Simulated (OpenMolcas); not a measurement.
Ru4+ among 4 point charges of -2 e arranged as a tetrahedron (Td), 1.9 Å from the ion.

- Program: OpenMolcas
- Method: CASSCF
- Basis: ANO-RCC-VDZP [6s5p3d1f]
- Scalar Hamiltonian: DKH2, point nucleus
- Active space: 4 electrons in 5 orbitals (4d)
- State averaging: 2S+1 = 5 even, 5 roots; 2S+1 = 3 even, 45 roots; 2S+1 = 1 even, 50 roots
- Spin-orbit coupling: state interaction with AMFI integrals over the reference wave functions

(1) What is the spin-free ground state (labels of Td)?

(2) Where is the first state of the same spin?

(3) What are the lowest two levels with spin-orbit coupling?

(4) What is χT at 300 K, and how does it compare with the textbook value?

(5) Which ligand-field parameters describe the states?

## Answers

(1) 5T2, 3-fold in its orbital part, 100 % from free-ion D terms; it has the highest spin that d4 allows.

(2) 5E at 3660 cm-1 above the ground state.

(3) A 1-fold level A1, then a 3-fold level T1 374.9 cm-1 above it. Their leading multiplicities are 5 (97 %) and 5 (98 %).

(4) The lowest level has 2S+1 = 5, for which the spin-only value is χT = S(S+1) / 2 = 3.000 cm3 K/mol (g = 2). The computed 1.015 at 300 K differs by -1.985, through orbital momentum, spin-orbit coupling and any other state in reach. With a threefold ground state the orbital momentum is unquenched, so the spin-only value is not expected to hold.

(5) A least-squares ligand-field fit to the states below 45000 cm-1, each weighted by its degeneracy and with a free common offset, gives 10Dq = -3800 cm-1 (negative for this site), B = 936 cm-1 and C = 3846 cm-1 (C/B = 4.11), with an rms deviation of 65 cm-1. 

An orbital triplet at a regular site is open to Jahn-Teller coupling, which can distort the site and quench the lowest spin-orbit gaps and is left out. Without dynamic correlation the repulsion within the d shell is too large (B by tens of per cent), so at a given field states of lower spin stand too high. Point charges give a weaker field than real ligands, and real ions of this kind are as a rule low spin; the high spin found here belongs to the model. The ground term spreads over less than 5000 cm-1, several times less than with real ligands, so orbital moments are less quenched and χT lies further from the spin-only value than at real sites. Point charges carry no covalency, so the field is a model and not that of real ligands. No measured value stands beside these numbers.
